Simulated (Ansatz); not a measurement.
Ansatz results at the PBE0-D4/def2-TZVP geometry: HOMO–LUMO gap (ωB97M-V/def2-TZVPP) 8.88 eV; LUMO energy (PBE0/def2-TZVPP) -2.42 eV; HOMO energy (B3LYP/def2-TZVPP) -6.88 eV.

Each molecule was computed in one conformer, which needn't be the lowest.

Problem. Which molecule gave them?
A. `[NH2][Nb](=[O])([OH])[OH]`
B. `[O]=[Nb]([F])([F])[F]`
C. `C[N](C)[Nb]([F])([Cl])([Cl])[N](C)C`
D. `[F][Nb]([F])([F])=[S]`

Solution. C. The others give `[O]=[Nb]([F])([F])[F]`: 13.13, -2.22, -10.38; `[F][Nb]([F])([F])=[S]`: 10.10, -2.72, -8.31; `[NH2][Nb](=[O])([OH])[OH]`: 10.85, -0.75, -7.82.

B3LYP here is the variant with VWN-RPA as its local correlation; programs differ in this.
